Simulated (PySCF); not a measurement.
## Sr: excitation energy

Sr [Kr] 5s2 (1S) → Sr [Kr] 5p2 (3P), as a difference of total energies. All numbers are calculated (PySCF 2.14, scalar relativity by spin-free X2C-1e, in aug-cc-pwCVTZ-X2C with one added diffuse shell each of s, p, d, f type (11s10p8d4f, 109 functions)). Correlated levels: valence: [Kr] frozen; valence and next inner shell: [Ar] 3d10 frozen. The calculations carry no spin-orbit coupling.

```tsv
method	excitation energy (eV)
UHF	3.877
LDA	4.467
PBE	4.139
PBE0	4.173
r2SCAN	3.876
TPSSh	4.001
CAM-B3LYP	4.716
MP2 (valence)	4.267
SCS-MP2 (valence)	4.454
MP2 (valence and next inner shell)	4.703
SCS-MP2 (valence and next inner shell)	4.796
```

Problem. How much does correlation contribute at MP2 (valence and next inner shell)?

Solution. 4.703 − (3.877) = 0.826 eV, measured against UHF.

Errors of the correlated levels include the incompleteness of this basis and the frozen core.

For comparison: 4.405 eV (measured; NIST levels, between the centres of gravity of the two terms).
